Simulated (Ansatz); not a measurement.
AlBrH$_{6}$Si$_{2}$, relaxed with RKS PBE-D4/def2-SVP in Ansatz 0.2.0 from a rough embedded geometry. The force threshold is 0.03 eV/Å; the program also tests the step.

The species carries charge 0 and has multiplicity 1. The bonds changed during the relaxation, so this is another structure than the one it started from.

Start:

```xyz
10

Al   -0.572    1.983   -0.013
Si    0.509    0.087    0.758
Si   -0.079   -1.595   -0.535
Br    2.690    0.309    0.651
H    -0.310    3.424    0.774
H    -1.565    1.989   -1.242
H     0.097   -0.214    2.147
H     0.537   -2.870   -0.076
H     0.261   -1.319   -1.968
H    -1.569   -1.794   -0.494
```

```tsv
step	energy (eV)	largest force (eV/Å)	largest move (Å)
1	-92458.2424	1.508	0.000
2	-92458.6005	0.303	0.192
3	-92458.6222	0.081	0.073
4	-92458.6292	0.073	0.058
5	-92458.6363	0.091	0.085
6	-92458.6472	0.105	0.195
7	-92458.6600	0.199	0.195
8	-92458.6888	0.218	0.198
9	-92458.7410	0.297	0.198
10	-92458.7997	0.339	0.193
11 (rejected)	-92458.7693	0.853	0.189
12	-92458.8171	0.241	0.095
13	-92458.8252	0.180	0.082
14	-92458.8315	0.220	0.150
15	-92458.8370	0.051	0.057
16	-92458.8401	0.011	0.055
17	-92458.8405	0.020	0.037
```

End:

```xyz
10

Al   -0.278    2.310    0.037
Si   -0.146    0.014    0.827
Si   -0.189   -1.918   -0.516
Br    1.984    0.985    0.194
H    -0.221    3.465    1.134
H    -0.608    2.500   -1.512
H     0.095   -0.365    2.269
H     0.964   -2.832   -0.194
H    -0.117   -1.502   -1.960
H    -1.483   -2.656   -0.278
```

Hardware: 4 threads of a server CPU on a shared host. Wall time 16 s, peak host memory 0.18 GiB.
